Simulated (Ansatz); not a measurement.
Ansatz (a quantum-chemistry and plane-wave program) input (SVWN5/def2-TZVPD):

Ansatz 0.2 input:
```yaml
crystal:
  periodic: [false, false, false]
  atoms:
    - {symbol: C, position_ang: [2.29424407, 0.82294641, 0.26254935]}
    - {symbol: O, position_ang: [1.66456587, -0.32949939, -0.27814800]}
    - {symbol: Ga, position_ang: [-0.09780624, -0.57363396, -0.28357663]}
    - {symbol: O, position_ang: [-0.99409902, 0.78497234, 0.46360399]}
    - {symbol: C, position_ang: [-2.40142331, 0.84168256, 0.58655226]}
    - {symbol: H, position_ang: [2.87509530, 1.31901764, -0.52041305]}
    - {symbol: H, position_ang: [2.98085551, 0.52044068, 1.05851415]}
    - {symbol: H, position_ang: [1.58065228, 1.54199247, 0.67402066]}
    - {symbol: H, position_ang: [-0.75785270, -1.83896389, -0.87933348]}
    - {symbol: H, position_ang: [-2.78283685, 1.72370845, 0.06327236]}
    - {symbol: H, position_ang: [-2.67707907, 0.92514976, 1.64216343]}
    - {symbol: H, position_ang: [-2.90750025, -0.04024974, 0.17439393]}
basis:
  gaussian:
    orbitals: def2-TZVPD
hamiltonian:
  xc: {name: SVWN5}
output: {forces: true}
```

Output:

```
Functional definition: SVWN5
integrals: 0.25 GiB planned
1449 factors; their error is unknown
0.20 GiB of the device are held for the grids
1.63 GiB of device memory are held for the factors and their scratch space
mean field: 1.43 GiB planned
mean field evaluation 1: about -58512.7334 eV, gradient 1.0e2 eV
mean field evaluation 2: about -58395.0266 eV, gradient 2.5e2 eV
mean field evaluation 4: about -58530.7666 eV, gradient 2.5e1 eV
mean field evaluation 8: about -58531.7577 eV, gradient 4.9e-1 eV
mean field evaluation 16: about -58531.7117 eV, gradient 4.7e-4 eV
mean field -58531.71166585 eV, -2151.0007295008 hartree, gradient 4.3e-5 eV, S^2 0.000000; 0 other end points of the search recorded, 0 dependent functions left out
the calculation of the forces begins
reference -58531.71172445 eV, -2151.0007316543 hartree; 33, 33 occupied and 238, 238 virtual orbitals, 1449 factors
Total energy: -58531.71172445 eV, -2151.0007316543 hartree
Atom 0 at     2.294244     0.822946     0.262549 Å, force    -0.444571    -0.629328    -0.288518 eV/Å
Atom 1 at     1.664566    -0.329499    -0.278148 Å, force    -0.259470     0.229631     0.133521 eV/Å
Atom 2 at    -0.097806    -0.573634    -0.283577 Å, force     0.159066     0.396530     0.189899 eV/Å
Atom 3 at    -0.994099     0.784972     0.463604 Å, force    -0.059856    -0.228118    -0.111367 eV/Å
Atom 4 at    -2.401423     0.841683     0.586552 Å, force     0.798621    -0.130660    -0.119578 eV/Å
Atom 5 at     2.875095     1.319018    -0.520413 Å, force     0.178902     0.145309    -0.250002 eV/Å
Atom 6 at     2.980856     0.520441     1.058514 Å, force     0.212015    -0.104719     0.244347 eV/Å
Atom 7 at     1.580652     1.541992     0.674021 Å, force    -0.274061     0.244495     0.142016 eV/Å
Atom 8 at    -0.757853    -1.838964    -0.879333 Å, force     0.029397     0.054988     0.025842 eV/Å
Atom 9 at    -2.782837     1.723708     0.063272 Å, force    -0.110209     0.279365    -0.164436 eV/Å
Atom 10 at    -2.677079     0.925150     1.642163 Å, force    -0.076926     0.028052     0.332454 eV/Å
Atom 11 at    -2.907500    -0.040250     0.174394 Å, force    -0.152908    -0.285543    -0.134177 eV/Å
Dipole moment:    -0.273015    -0.010343     0.013056 e Å
```
